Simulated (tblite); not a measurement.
C$_{8}$H$_{9}$, doublet, geometry from GFN2-xTB; GFN1-xTB (tblite 0.6.0).

Input for tblite:
```
$ tblite run mol.xyz --method gfn1 --charge 0 --spin 1 --spin-polarized --json tblite.json --no-restart

# file mol.xyz
17

C     -2.86940762     0.04230958     0.04061680
C     -1.49251200     0.02059238     0.02077269
C     -0.76964542    -1.10670664    -0.46122192
C      0.60065833    -1.11868845    -0.47556411
C      1.34045314    -0.02581735    -0.01768787
C      2.83523812    -0.03240613    -0.04110719
C      0.64717806     1.09259535     0.45923992
C     -0.72087053     1.12517956     0.48211883
H     -3.44548796    -0.79521068    -0.30925238
H     -3.40864576     0.89741059     0.40629066
H     -1.32637261    -1.96090267    -0.81821381
H      1.12443398    -1.98904985    -0.84687777
H      3.21858061    -1.01579588    -0.30197407
H      3.23522463     0.25477780     0.93086154
H      3.20460889     0.68682114    -0.77355242
H      1.21174650     1.94351087     0.81542914
H     -1.24064055     1.99608895     0.85428617
```

The log (banner, timings and long lists left out):

```
xTB calculator
 | screened Coulomb repulsion
 | Coulomb electrostatics
 |  * isotropic Klopman-Ohno-Mataga-Nishimoto electrostatics
 |  * onsite third-order electrostatics
 | DFT-D3(BJ) dispersion correction
 | Interactions (1)
 | [1] spin polarization

halogen bonding energy    0.0000000000000E+00 Eh
repulsion energy          3.9300734037459E-01 Eh
dispersion energy        -7.6046806274972E-03 Eh
interaction energy        0.0000000000000E+00 Eh
number of electrons       4.1000000000000E+01 e
integral cutoff           1.9731147476801E+01 bohr

------------------------------------------------------------
  cycle        total energy    energy error   density error
------------------------------------------------------------
      1     -21.70259834674  -2.2088001E+01   4.7337468E-01
      2     -21.70430610005  -1.7077533E-03   2.8429839E-01
      3     -21.70280389784   1.5022022E-03   1.8347979E-02
      4     -21.70529784516  -2.4939473E-03   9.6040519E-03
      5     -21.70538436160  -8.6516444E-05   5.6185847E-03
      6     -21.70542165782  -3.7296220E-05   8.9779962E-04
      7     -21.70542314387  -1.4860421E-06   4.7833199E-04
      8     -21.70542330674  -1.6287704E-07   1.9704289E-04
      9     -21.70542334467  -3.7924529E-08   6.5476620E-05
     10     -21.70542334926  -4.5928736E-09   2.7498008E-05
     11     -21.70542335054  -1.2814496E-09   1.1898285E-05
------------------------------------------------------------

electronic energy        -2.2090826010289E+01 Eh
total energy             -2.1705423350542E+01 Eh

Post processing:
 | Mayer-Wiberg bond orders

[Info] JSON dump of results written to 'tblite.json'
```
